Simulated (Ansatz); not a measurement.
The same hydrolysis along the group B, Al, Ga.

Program: Ansatz. Geometries: PBE0-D4/def2-TZVP. ΔE: electronic, gas phase. CCSD(T)/CBS is the MP2 limit (def2-TZVPP, def2-QZVPP) plus CCSD(T) − MP2 in def2-TZVPP, frozen cores. This one scheme is used for every species. For Ga outer-core shells are correlated without core-valence functions, which leaves a few kJ/mol of doubt a bond. Scalar relativity is left out up to krypton. One conformer a species, not always the lowest.

(1) Order these by ΔE at CCSD(T)/CBS, lowest first. (Best estimate.)
A. `[NH2][Al]([NH2])[OH]` + H₂O → `[NH2][Al]([OH])[OH]` + NH₃
B. `NB(N)O` + H₂O → `NB(O)O` + NH₃
C. `[NH2][Ga]([NH2])[OH]` + H₂O → `[NH2][Ga]([OH])[OH]` + NH₃

Largest T1 diagnostic: 0.013, for `[NH2][Ga]([OH])[OH]`.

## Answers

(1) A (-49.4 kJ/mol), B (-35.0 kJ/mol), C (-20.2 kJ/mol).
